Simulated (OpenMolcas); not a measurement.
# W2+: moving or changing the point charges

W2+ among 6 point charges of -1 e arranged as an octahedron (Oh), 2.09 Å from the ion.

| Quantity | Value |
| --- | --- |
| Program | OpenMolcas |
| Method | CASSCF |
| Basis | ANO-RCC-VTZP [8s7p5d3f2g1h] |
| Scalar Hamiltonian | DKH2, point nucleus |
| Active space | 4 electrons in 5 orbitals (5d) |
| State averaging | 2S+1 = 5 even, 5 roots; 2S+1 = 3 even, 45 roots; 2S+1 = 1 even, 50 roots |
| Spin-orbit coupling | state interaction with AMFI integrals over the reference wave functions |

Runs around this geometry, states (labels of O, the rotations of Oh). Energies in cm-1 above the lowest state or level, χT in cm3 K/mol.

```tsv
R (Å)	q (e)	Ground state	First state of that spin	First gap with spin-orbit (degeneracies)	χT at 300 K	First state of another spin
2.09	-0.8	5E	5T2 7451	1535 (1, 3)	0.350	3T1 8529
1.99	-1	5E	5T2 11679	1852 (1, 3)	0.356	3T1 4132
2.09	-1	5E	5T2 9388	1642 (1, 3)	0.368	3T1 6516
2.3	-1	5E	5T2 6064	1512 (1, 3)	0.317	3T1 9914
```

Taking the first state of the same spin as R^-n, n = -ln(6064 / 11679) / ln(2.3 / 1.99) = 4.5 between the shortest and longest distance.

Scaling the charges by -0.8 / -1 = 0.80 scales the first state of the same spin by 7451 / 9388 = 0.79; with fixed orbitals a first-order splitting would follow the charge.

An orbital doublet at a regular site is open to a Jahn-Teller distortion, which this geometry leaves out. Without dynamic correlation the repulsion within the d shell is too large (B by tens of per cent), so at a given field states of lower spin stand too high. Point charges give a weaker field than real ligands, and real ions of this kind are as a rule low spin; the high spin found here belongs to the model. Spin-orbit coupling mixes the spin-free states strongly: the lowest level takes only 62 % from its leading state, 5E (figures for R = 2.09, q = -0.8; the like holds for R = 1.99, q = -1, R = 2.09, q = -1, R = 2.3, q = -1). This shell can be high or low spin here, a state of another spin lies low, and with metal d orbitals alone active their balance is uncertain, so the ground spin may be wrong (holds for R = 2.09, q = -0.8; R = 1.99, q = -1; R = 2.09, q = -1). This is an electrostatic model: the charges have no orbitals. No measured value stands beside these numbers.
